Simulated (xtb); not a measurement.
xtb input (GFN1-xTB):

```bash
xtb mol.xyz --gfn 1 --sp --chrg 0 --uhf 0
```
mol.xyz:
```
11

Br     1.79000253     0.14704653    -0.01040223
C     -0.10677223    -0.00877121     0.00062049
C     -0.89744517     1.12829954    -0.04142676
C     -2.27700750     0.95315008    -0.03101091
N     -2.87469481    -0.23615268     0.01670570
C     -2.09042605    -1.31192943     0.05639136
C     -0.70074756    -1.25958913     0.05071433
H     -0.46309834     2.11651064    -0.08091187
H     -2.92819464     1.81998995    -0.06293837
H     -2.59101089    -2.27338597     0.09501211
H     -0.11052992    -2.16363350     0.08424540
```

End of the output:

```
         :::::::::::::::::::::::::::::::::::::::::::::::::::::
         ::                     SUMMARY                     ::
         :::::::::::::::::::::::::::::::::::::::::::::::::::::
         :: total energy             -19.766776566230 Eh    ::
         :: gradient norm              0.014881397474 Eh/a0 ::
         :: HOMO-LUMO gap              3.701138288598 eV    ::
         ::.................................................::
         :: SCC energy               -20.022503737414 Eh    ::
         :: -> electrostatic           0.017395127621 Eh    ::
         :: repulsion energy           0.260988145009 Eh    ::
         :: dispersion energy         -0.005260973825 Eh    ::
         :: halogen bond corr.        -0.000000000000 Eh    ::
         :: add. restraining           0.000000000000 Eh    ::
         :: total charge              -0.000000000000 e     ::
         :::::::::::::::::::::::::::::::::::::::::::::::::::::

           -------------------------------------------------
          |                Property Printout                |
           -------------------------------------------------

    * Orbital Energies and Occupations

         #    Occupation            Energy/Eh            Energy/eV
      -------------------------------------------------------------
         1        2.0000           -0.7626080             -20.7516
       ...           ...                  ...                  ...
         6        2.0000           -0.6254810             -17.0202
         7        2.0000           -0.5833441             -15.8736
         8        2.0000           -0.5605433             -15.2532
         9        2.0000           -0.5554544             -15.1147
        10        2.0000           -0.5355415             -14.5728
        11        2.0000           -0.5349229             -14.5560
        12        2.0000           -0.5076859             -13.8148
        13        2.0000           -0.4874543             -13.2643
        14        2.0000           -0.4827648             -13.1367
        15        2.0000           -0.4509271             -12.2703
        16        2.0000           -0.4435077             -12.0685
        17        2.0000           -0.4338994             -11.8070
        18        2.0000           -0.4245704             -11.5531 (HOMO)
        19                         -0.2885561              -7.8520 (LUMO)
Note: The following floating-point exceptions are signalling: IEEE_DENORMAL
normal termination of xtb
        20                         -0.2740678              -7.4578
        21                         -0.2427330              -6.6051
        22                         -0.1668603              -4.5405
        23                         -0.1128014              -3.0695
        24                         -0.1115091              -3.0343
        25                         -0.1028059              -2.7975
        26                         -0.1027653              -2.7964
        27                         -0.0980734              -2.6687
        28                         -0.0819800              -2.2308
        29                         -0.0719111              -1.9568
       ...                                ...                  ...
        41                          0.6242358              16.9863
      -------------------------------------------------------------
                  HL-Gap            0.1360143 Eh            3.7011 eV
             Fermi-level           -0.3565633 Eh           -9.7026 eV

  Mulliken/CM5 charges         n(s)   n(p)   n(d)
     1Br   -0.06863 -0.05380   1.950  5.117  0.002
     2C     0.09742  0.07852   1.107  2.795  0.000
     3C    -0.06830 -0.11688   1.066  3.002  0.000
     4C     0.14621  0.17037   1.028  2.826  0.000
     5N    -0.32852 -0.52269   1.545  3.784  0.000
     6C     0.14621  0.17037   1.028  2.826  0.000
     7C    -0.06830 -0.11688   1.066  3.002  0.000
     8H     0.04298  0.10042   0.957  0.000  0.000
     9H     0.02897  0.09508   0.971  0.000  0.000
    10H     0.02897  0.09508   0.971  0.000  0.000
    11H     0.04298  0.10042   0.957  0.000  0.000

Wiberg/Mayer (AO) data.
largest (>0.10) Wiberg bond orders for each atom

 ---------------------------------------------------------------------------
     #   Z sym  total        # sym  WBO       # sym  WBO       # sym  WBO
 ---------------------------------------------------------------------------
     1  35 Br   1.142 --     2 C    0.997
     2   6 C    3.959 --     3 C    1.415     7 C    1.415     1 Br   0.997
                             5 N    0.102
     3   6 C    3.993 --     4 C    1.435     2 C    1.415     8 H    0.974
                             6 C    0.108
     4   6 C    3.973 --     3 C    1.435     5 N    1.416     9 H    0.972
                             7 C    0.108
     5   7 N    3.041 --     4 C    1.416     6 C    1.416     2 C    0.102
     6   6 C    3.973 --     7 C    1.435     5 N    1.416    10 H    0.972
                             3 C    0.108
     7   6 C    3.993 --     6 C    1.435     2 C    1.415    11 H    0.974
                             4 C    0.108
     8   1 H    1.005 --     3 C    0.974
     9   1 H    1.014 --     4 C    0.972
    10   1 H    1.014 --     6 C    0.972
    11   1 H    1.005 --     7 C    0.974
 ---------------------------------------------------------------------------

Topologies differ in total number of bonds
Writing topology from bond orders to xtbtopo.mol

 dipole moment from electron density (au)
     X       Y       Z
   0.3106   0.0255  -0.0018  total (Debye):    0.792

           -------------------------------------------------
          | TOTAL ENERGY              -19.766776566230 Eh   |
          | GRADIENT NORM               0.014881397474 Eh/α |
          | HOMO-LUMO GAP               3.701138288598 eV   |
           -------------------------------------------------

------------------------------------------------------------------------
------------------------------------------------------------------------
 total:
 SCF:
```
